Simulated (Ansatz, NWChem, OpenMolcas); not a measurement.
## How methods differ on SnCl2 (SMILES [Cl][Sn][Cl])

SnCl2 has 3 atoms, charge 0, and is taken as a singlet. As SMILES, `[Cl][Sn][Cl]`. Geometry: relaxed at PBE0-D4/def2-TZVP.

```xyz
3

Cl    1.1542    1.2207    0.7560
Sn   -0.7969    0.5189   -0.3766
Cl   -0.3682   -1.8045   -0.3926
```

Each level gives the HOMO–LUMO gap (eV). The values are calculated.

```
                              level                    kind     program  value (eV)  CPU time
    SVWN5/def2-SVP (core potential)                     LDA  OpenMolcas        3.08     8.5 s
     BLYP/def2-SVP (core potential)                     GGA      Ansatz        3.07     3.7 s
     TPSS/def2-SVP (core potential)                meta-GGA  OpenMolcas        3.27      13 s
   r2SCAN/def2-SVP (core potential)                meta-GGA      Ansatz        3.48     8.9 s
    B3LYP/def2-SVP (core potential)           global hybrid      NWChem        4.45      14 s
   M06-2X/def2-SVP (core potential)         hybrid meta-GGA  OpenMolcas        6.73      11 s
CAM-B3LYP/def2-SVP (core potential)  range-separated hybrid      Ansatz        6.98       5 s
  wB97M-V/def2-SVP (core potential)  range-separated hybrid      Ansatz        8.66      44 s
```

The values span 3.07 to 8.66 eV. Orbital gaps aren't excitation energies; they tend to grow with the share of exact exchange. Times are those of the runs behind each value, whatever else they computed, on shared processors of several kinds: orders of magnitude only.
